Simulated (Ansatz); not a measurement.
Reactions of CH9BGeSi, SMILES `B[SiH2][CH2][GeH3]`.

Calculated with Ansatz (gas phase, PBE0-D4/def2-TZVP geometries, no zero-point term in ΔE). CBS: MP2 limit from def2 TZ/QZ plus the TZ coupled-cluster correction, frozen cores. This one scheme is used for every species. For Ge outer-core shells are correlated without core-valence functions, which leaves a few kJ/mol of doubt a bond. Scalar relativity is left out up to krypton. One conformer a species, not always the lowest.

```
                                                                           reaction  CCSD(T)/CBS(def2) (kcal/mol)
                  `B[SiH2][CH2][GeH3]` + `NC(O)O` → `B[SiH2]C(N)O` + `O[CH2][GeH3]`                             ?
           `B[SiH2][CH2][GeH3]` + `N[SiH](O)F` → `O[SiH](F)[NH][GeH3]` + `B[SiH2]C`                          -3.6
                      `B[SiH2][CH2][GeH3]` + `C=NO` → `B[SiH2]N=C` + `O[CH2][GeH3]`                         -21.0
`B[SiH2][CH2][GeH3]` + `F[SiH](F)S[SiH3]` → `F[SiH](F)[S][GeH3]` + `B[SiH2]C[SiH3]`                          -0.3
```

Problem. Fill in the missing values. (Best estimate.)

Solution. Ansatz gave: `B[SiH2][CH2][GeH3]` + `NC(O)O` → `B[SiH2]C(N)O` + `O[CH2][GeH3]`: +31.4 kcal/mol.

Largest T1 diagnostic: 0.014, for `C=NO`.
